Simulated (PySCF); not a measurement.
C6H10, SMILES CC1=C[C@@H](C)C1.

Geometry optimised at PBE0-D3(BJ)/def2-SVP.

Level of theory: TDA-PBE/def2-SVPD (PySCF).

Vertical excitations. Isolated molecule, no solvent.

```json
[
 {"state": "S1", "energy (eV)": "5.86", "λ (nm)": "212", "f": "0.010", "main pairs": "HOMO→LUMO+1 93 %"},
 {"state": "S2", "energy (eV)": "6.23", "λ (nm)": "199", "f": "0.048", "main pairs": "HOMO→LUMO+2 81 %, HOMO→LUMO 15 %"},
 {"state": "S3", "energy (eV)": "6.70", "λ (nm)": "185", "f": "0.083", "main pairs": "HOMO→LUMO+4 51 %, HOMO→LUMO 24 %, HOMO→LUMO+2 13 %"},
 {"state": "S4", "energy (eV)": "6.87", "λ (nm)": "181", "f": "0.020", "main pairs": "HOMO→LUMO+3 93 %"},
 {"state": "S5", "energy (eV)": "6.89", "λ (nm)": "180", "f": "0.002", "main pairs": "HOMO−1→LUMO 92 %"},
 {"state": "S6", "energy (eV)": "6.97", "λ (nm)": "178", "f": "0.004", "main pairs": "HOMO−2→LUMO 91 %"},
 {"state": "S7", "energy (eV)": "7.31", "λ (nm)": "170", "f": "0.139", "main pairs": "HOMO→LUMO+5 54 %, HOMO→LUMO+4 18 %, HOMO→LUMO 15 %"},
 {"state": "S8", "energy (eV)": "7.39", "λ (nm)": "168", "f": "0.097", "main pairs": "HOMO→LUMO+5 43 %, HOMO→LUMO 16 %, HOMO−1→LUMO+1 13 %, HOMO→LUMO+4 12 %"},
 {"state": "S9", "energy (eV)": "7.43", "λ (nm)": "167", "f": "0.064", "main pairs": "HOMO−1→LUMO+1 85 %"},
 {"state": "S10", "energy (eV)": "7.52", "λ (nm)": "165", "f": "0.011", "main pairs": "HOMO→LUMO+6 97 %"},
 {"state": "T1", "energy (eV)": "4.29", "λ (nm)": "289", "f": "0", "main pairs": "HOMO→LUMO 97 %"},
 {"state": "T2", "energy (eV)": "5.80", "λ (nm)": "214", "f": "0", "main pairs": "HOMO→LUMO+1 99 %"},
 {"state": "T3", "energy (eV)": "6.21", "λ (nm)": "200", "f": "0", "main pairs": "HOMO→LUMO+2 99 %"},
 {"state": "T4", "energy (eV)": "6.49", "λ (nm)": "191", "f": "0", "main pairs": "HOMO−1→LUMO 98 %"}
]
```
Triplets are in the Tamm–Dancoff approximation.
